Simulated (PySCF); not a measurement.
## How methods differ on the electron affinity of Rb

Rb⁻ [Kr] 5s2 (1S) → Rb [Kr] 5s1 (2S), as a difference of total energies. Calculation: PySCF 2.14, in aug-cc-pwCVTZ-X2C (10s9p7d3f, 93 functions); the spin-free X2C one-electron Hamiltonian (Gaussian nucleus). Correlated levels: valence: [Kr] frozen; valence and next inner shell: [Ar] 3d10 frozen. The calculations carry no spin-orbit coupling.

```
                                method  electron affinity (eV)  error (eV)
                                   UHF                  -0.076      -0.562
                                   LDA                   0.580      +0.094
                                   PBE                   0.508      +0.022
                                  PBE0                   0.471      -0.015
                                r2SCAN                   0.395      -0.091
                                 B3LYP                   0.516      +0.030
                               wB97M-V                   0.472      -0.014
                               wB97X-V                   0.377      -0.109
                         MP2 (valence)                   0.289      -0.197
                     SCS-MP2 (valence)                   0.362      -0.124
    MP2 (valence and next inner shell)                   0.341      -0.145
SCS-MP2 (valence and next inner shell)                   0.401      -0.085
```

Reference: 0.486 eV (measured; photodetachment measurements, as compiled on the Wikipedia data page of electron affinities).

Errors of the correlated levels include the incompleteness of this basis and the frozen core.

A negative affinity means that the anion lies above the atom at that level of theory.

In the anion the highest occupied orbital energy is positive at LDA, PBE, PBE0, r2SCAN, B3LYP, a self-interaction effect; the basis confines that electron, and the energy difference can still be sensible.
